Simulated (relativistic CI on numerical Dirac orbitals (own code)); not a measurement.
# V+: 3p photoemission

Computed with this model: Dirac-Coulomb-Breit CI, KLI orbitals optimised for each configuration, a model potential for QED, valence Slater integrals scaled by 0.9, multiplet model of photoemission in the sudden approximation; configurations [Ar] 3d4 → [Ne] 3s2 3p5 3d4; 300 K; Lorentzian 0.8 eV and Gaussian 0.6 eV FWHM. Energies are those of the free ion, without screening or charge transfer. The energies are binding energies and can lie tens of eV above those of solids. S is read from ⟨S²⟩ = S(S + 1).

Field parameters in Wybourne normalisation: Oh B⁴₀ = 21Dq, B⁴₄ = √(5/14) B⁴₀. The field is a parameter set, without covalency.

Computed curve for Oh, 10Dq = 14900 cm⁻¹, scaled to 100 at the maximum (points under 2 are left out and the grid is thinned):

Energy (eV), Intensity and a bar:
```
     44.2        2.0 
     44.9        2.9 
     45.5        4.3 #
     46.2        7.8 ##
     46.8       17.4 #####
     47.5       63.6 ####################
     48.2       70.3 ######################
     48.8       31.4 #########
     49.5       44.4 #############
     50.1       96.5 ##############################
     50.8       65.5 ####################
     51.4       39.6 ############
     52.1       33.4 ##########
     52.8       32.3 ##########
     53.4       17.1 #####
     54.1       10.5 ###
     54.7        8.5 ##
     55.4        5.2 #
     56.1        3.6 
     56.7        3.4 
     57.4        2.7 
     58.0        2.5 
     58.7        2.3 
     59.4        3.1 
     60.0        3.9 #
     60.7        3.4 
     61.3        5.1 #
     62.0       10.2 ###
     62.7       23.9 #######
     63.3       30.8 #########
     64.0       12.0 ###
     64.6        4.8 #
     65.3        3.0 
     65.9        3.1 
     66.6        5.3 #
     67.3       16.6 #####
     67.9       30.9 #########
     68.6       15.0 ####
     69.2        5.0 #
     69.9        2.2
```

The ground state has S = 2.00, and the centroid lies at 53.60 eV.
